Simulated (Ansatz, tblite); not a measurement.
Cost and result up the ladder for Li4O2 (6 atoms). Charge 0, multiplicity 1. Geometry: r2SCAN-D4/def2-TZVP.

```xyz
6

Li    2.289   -2.000    0.498
Li   -0.281   -0.531   -0.830
Li    0.279    0.530    0.838
Li   -2.286    2.001   -0.512
O     1.082   -0.946    0.241
O    -1.083    0.946   -0.236
```

Ansatz on 4 threads of Arm Neoverse V1 on a shared host; xTB runs through tblite on one thread. Times are rough, summed over both states, and most runs start from the orbitals of an earlier one. PBE0-D4/def2-TZVP serves as the yardstick here, not as an exact answer. The other state is a triplet.

The xTB rows come from tblite. HOMO above LUMO, or a gap near zero within one spin, warns that the state may not be the lowest or that an electron is smeared out. The structure comes from a short search, and lower isomers may exist.

xTB has no spin-polarisation term.

```json
{"level": "PBE-D4/def2-TZVP (with forces)", "functions": "118", "vertical triplet (eV)": "2.27", "difference from PBE0-D4/def2-TZVP (eV)": "-0.25", "remarks": "gap within one spin near zero (triplet)"}
{"level": "PBE0-D4/def2-TZVP", "functions": "118", "vertical triplet (eV)": "2.52", "difference from PBE0-D4/def2-TZVP (eV)": "0.00", "remarks": "–"}
{"level": "GFN2-xTB", "functions": "24", "vertical triplet (eV)": "3.28", "difference from PBE0-D4/def2-TZVP (eV)": "0.77", "remarks": "–"}
{"level": "r2SCAN-D4/def2-TZVP", "functions": "118", "vertical triplet (eV)": "2.37", "difference from PBE0-D4/def2-TZVP (eV)": "-0.14", "remarks": "gap within one spin near zero (triplet)"}
{"level": "GFN1-xTB", "functions": "24", "vertical triplet (eV)": "3.75", "difference from PBE0-D4/def2-TZVP (eV)": "1.23", "remarks": "–"}
```

Q: Estimate how long each takes.

A: GFN1-xTB 0.006 s; GFN2-xTB 0.008 s; PBE-D4/def2-TZVP (with forces) 2.2 s; r2SCAN-D4/def2-TZVP 4.7 s; PBE0-D4/def2-TZVP 5 s. On shared hardware such times vary by a factor of up to 3.
